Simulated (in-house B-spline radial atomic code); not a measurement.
A calculation on B III (B2+): its settings, and results tabulated from the run. Level of theory: non-relativistic B97-1, spin-polarised, spherical fractional occupations, point nucleus; calculated with a radial B-spline atomic code at the basis-set limit.

Command:
```bash
python run_scf.py task.json out
```
Settings:
```
Z                5
configuration    [He] 2s1
hamiltonian      nr
method           b97_1
spin_polarised   True
```

Output (hartree, bohr):
```
 radial grid: 38 intervals, B-splines of order 8, outer radius 14.8148 bohr

 iter        energy (Eh)    residual
    1         -23.012369    2.06e-01
    2         -23.430194    1.74e-02
    3         -23.432968    7.97e-03
    4         -23.433552    3.65e-03
    5         -23.433706    3.57e-04
    6         -23.433707    2.42e-05
    7         -23.433707    8.89e-07
    8         -23.433707    7.05e-08

 total energy                       -23.43371
 kinetic                              23.3826
 electron-nucleus                    -51.1272
 Hartree                               7.5954
 exact exchange                       -0.6774
 exchange-correlation                 -2.6070

 orbital      occ     eigenvalue          <r>       <r^2>       <1/r>       r_max
 1s up      1.000        -8.0048      0.32647    0.144354     4.67988      0.2101
 1s down    1.000        -7.9745     0.327095    0.144693     4.66962      0.2105
 2s up      1.000        -1.2386       1.6277      3.0978    0.875934       1.373
```

Time taken, with all properties: 0.04 s on 1 thread of Arm Neoverse V2, with other jobs on the host.
